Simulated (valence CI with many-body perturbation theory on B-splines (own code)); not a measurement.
**Basis-set convergence for Bi II**

Calculated by valence CI with perturbative core correlation (CI+MBPT): four valence electrons over a frozen Dirac-Fock core [Xe] 4f14 5d10, a basis of 9 s, 9 p, 8 d, 6 f, 3 g, 1 h functions for each j, with the one-electron correlation potential Σ1, the two-electron term Σ2, the three-electron term Σ3, Breit, model QED; selected CI, second order for the rest, scaled by the run's own slope (own B-spline code, finite nucleus).

Set against measurement, 25 paired levels are off by 175 cm⁻¹ on average, the worst by 517. These come from a selection out of the NIST Handbook of Basic Atomic Spectroscopic Data. Levels without a partner in it may be off by more. Among the levels kept, up to 340 cm⁻¹ of a level comes from second order outside the variational space, and about a tenth of that is noise between levels of different J, which matters for small intervals.

The reference run has the lowest level (6s^2 6p1/2^2) J=0 and an ionisation energy of 16.6671 eV. Its largest variational space holds 20000 state functions.

Levels are named by their leading jj configuration (3d3/2^4 stands for four electrons in 3d with j = 3/2), which in mixed levels can hold well under half, so a name can repeat and another be missing.

Changed runs:
A. basis 6 s, 6 p, 5 d, 3 f, 1 g
B. basis 5 s, 5 p, 4 d, 2 f

Excitation energies of the reference run in cm⁻¹, and shifts in cm⁻¹:

```
                 Level  Reference        A        B
(6s^2 6p1/2 6p3/2) J=1      13627      -37     -133
(6s^2 6p1/2 6p3/2) J=2      17262     -6.3      -26
    (6s^2 6p3/2^2) J=2      34395      -29      -73
    (6s^2 6p3/2^2) J=0      44439     +5.8      +98
   (6s^2 6p1/2 7s) J=0      69352     -118     -358
   (6s^2 6p1/2 7s) J=1      69829     -109     -333
(6s 6p1/2^2 6p3/2) J=2      75877     -155     -438
(6s^2 6p1/2 6d3/2) J=2      79223     +5.5     +102
(6s^2 6p1/2 6d3/2) J=1      80699      -37     +0.1
(6s^2 6p1/2 6d5/2) J=2      82119      -89     -188
(6s^2 6p1/2 6d5/2) J=3      82412     +3.9     +111
(6s^2 6p1/2 7p1/2) J=1      84229     -130     -308
Ionisation energy (eV)    16.6671  -0.0188  -0.0579
```
